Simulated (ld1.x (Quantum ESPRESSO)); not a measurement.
**Varying the TM potential for Zn**

Base potential:

| Item | Value |
| --- | --- |
| Element | zinc (Zn) |
| Generator | ld1.x (Quantum ESPRESSO) 7.5 |
| Type | norm-conserving Troullier–Martins (Kleinman–Bylander form) |
| Functional | PBEsol |
| Relativity | fully relativistic |
| Frozen core | [Ne] 3s2 |
| Valence charge | 18 |
| Reference configuration | 3p6 3d10 4s2 4p0 |
| Partial waves | 4s (bound): rc 2.20 bohr; 3d (bound): rc 1.45 bohr; 3p (bound): rc 0.65 bohr |
| Local potential | the p channel |
| Core correction | a·sin(br)/r model core inside 0.55 bohr |

Open shells are filled in proportion to 2j + 1 (rel_dist='average').

All-electron outer shells of the reference configuration (PBEsol, scalar-relativistic, ld1.x):

```tsv
shell	level (eV)	outermost node (bohr)	outermost maximum (bohr)
2p	-1003.46	–	0.15
3s	-128.92	0.28	0.59
3p	-83.26	0.25	0.59
3d	-10.17	–	0.56
4s	-6.00	0.85	2.09
4p	-1.07	0.92	3.04
```

Cutoffs, loose and tight: the cutoffs (Ry, on a coarse ladder) from which the occupation-weighted sum of valence levels, in a spherical-Bessel basis at the reference potential, stays within 10 and 1 mRy of its value at 400 Ry. They do not see the model core or the augmentation charge, which bear on the density cutoff. Test errors are all-electron minus pseudo excitation energies from the reference, over the configurations 3p6 3d10 4s1 4p0; 3p6 3d10 4s0 4p0; 3p6 3d9 4s0 4p0; 3p6 3d10 4s1.5 4p0; 3p6 3d8 4s0 4p0; 3p6 3d10 4s1 4p1; 3p6 3d10 4s0 4p1. A dash means not determined; rows that change the core or the reference have their own tests.

A true bound ghost makes a file unfit for plane-wave use even where its test errors are small: the radial tests pick states by their node count and pass the ghost by.

Cutoffs are not given where the Bessel-basis levels miss the radial ones by over 6 mRy, ghosts where they miss by over 20 mRy; a channel whose overlap is not positive is not tested.

| change | outcome | cutoff, loose | cutoff, tight | bound ghosts | largest test error (meV) |
| --- | --- | --- | --- | --- | --- |
| base | generated, misses its reference levels by 2.06 eV | 230 Ry | over 300 Ry | s, p1/2 (extra level of the local part) | +73 |
| all radii but the core radius scaled by about 0.84 (s 1.86, p 0.54, d 1.22 bohr) | generated, misses its reference levels by 2.07 eV | over 300 Ry | over 300 Ry | s, p1/2 (extra level of the local part) | +128 |
| all radii but the core radius scaled by about 0.94 (s 2.08, p 0.62, d 1.36 bohr) | generated, misses its reference levels by 2.06 eV | 230 Ry | over 300 Ry | s, p1/2 (extra level of the local part) | +112 |
| all radii but the core radius scaled by about 1.05 (s 2.30, p 0.68, d 1.52 bohr) | generated, misses its reference levels by 2.06 eV | 230 Ry | over 300 Ry | s, p1/2 (extra level of the local part) | +78 |
| all radii but the core radius scaled by about 1.20 (s 2.64, p 0.78, d 1.74 bohr) | generated, misses its reference levels by 2.06 eV | 180 Ry | 300 Ry | s | -213 |
| all radii but the core radius scaled by about 1.27 (s 2.80, p 0.82, d 1.84 bohr) | generated, misses its reference levels by 2.06 eV | 180 Ry | 230 Ry | s | -298 |
| all radii but the core radius scaled by about 1.38 (s 3.04, p 0.90, d 2.00 bohr) | generated, misses its reference levels by 2.06 eV | 140 Ry | 200 Ry | s | -507 |

(1) What comes out with this change to the base: all radii but the core radius scaled by about 0.77 (s 1.70, p 0.50, d 1.12 bohr)?

Results:

(1) outcome: generated, misses its reference levels by 2.08 eV; bound ghosts: s; largest test error (meV): +110.

Reading the sweep of the scale of all radii but the core radius (base = 1) (base included, trends over the rows without a ghost): Bound ghosts are found at 0.77, 0.84, 0.94, 1, 1.05, 1.2, 1.27, 1.38. Every judged row has one, so this setting neither creates nor removes them.
